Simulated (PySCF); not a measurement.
A GIAO shielding run with PySCF 2.14 (density fitting, non-relativistic, gas phase) on `COC[SiH2][SiH2]c1ccco1`, C₆H₁₂O₂Si₂:

```
$ OMP_NUM_THREADS=1 python probes_run.py task.json out

{"job": {"kind": "nmr", "xc": "PBE0", "basis": "pcSseg-1"}, "charge": 0, "multiplicity": 1}
C      3.209036     0.654273    -0.611368
O      2.349772    -0.345279    -0.136083
C      1.820549    -0.081378     1.150109
Si     0.631120    -1.543268     1.455042
Si    -0.668287    -1.728956    -0.455158
C     -1.770548    -0.213152    -0.589845
C     -3.124679    -0.023300    -0.657659
C     -3.343977     1.371595    -0.697386
C     -2.107853     1.939292    -0.648727
O     -1.157179     0.997784    -0.579898
H      3.552331     0.336947    -1.594812
H      4.073424     0.785579     0.052869
H      2.686300     1.615609    -0.698823
H      1.298327     0.885535     1.152580
H      2.630413    -0.009162     1.888793
H     -0.085315    -1.244790     2.708400
H      1.454870    -2.726267     1.737207
H     -1.605515    -2.862663    -0.421947
H      0.088908    -1.838933    -1.708259
H     -3.868051    -0.793683    -0.678003
H     -4.285116     1.880035    -0.752728
H     -1.788940     2.963565    -0.658986
```

Hardware: 1 thread of an Arm Neoverse N1, shared host. The job also computes population analyses, field gradients, ring-centre shieldings.

(1) How large is the calculation?

(2) How long does it take, and how much memory does it need?

Answers

(1) 92 electrons, 244 basis functions and 1310 auxiliary functions.

(2) 110 s of wall time, with 15 SCF cycles and 5 response iterations; peak memory 1.1 GiB. Times on a shared host scatter by some tens of per cent.
